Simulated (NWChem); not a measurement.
# CH4O3Si; SMILES O[SiH]1OCO1

```xyz
9

O      0.4230     1.8941     0.0000
Si    -0.4305     0.4975     0.0000
O      0.0211    -0.7013    -1.0995
C      0.2968    -1.5561     0.0000
O      0.0211    -0.7013     1.0995
H      1.3841     1.8380     0.0000
H     -1.8402     0.9266     0.0000
H     -0.3711    -2.4365     0.0000
H      1.3518    -1.8875     0.0000
```
Atoms are numbered in this order, from 1.

Computed with NWChem. Coordinates come from a PBE0/def2-SVP optimisation.

For level PBE/def2-TZVP:

```
Item                         Value
---------------------------  -----
highest occupied level (eV)  -6.68
orbital gap (eV)              6.21
```

Q: Estimate the same quantities for level CAM-B3LYP/def2-TZVP.

A: The highest occupied level (eV) is -9.71 and the orbital gap (eV) comes out as 11.15.
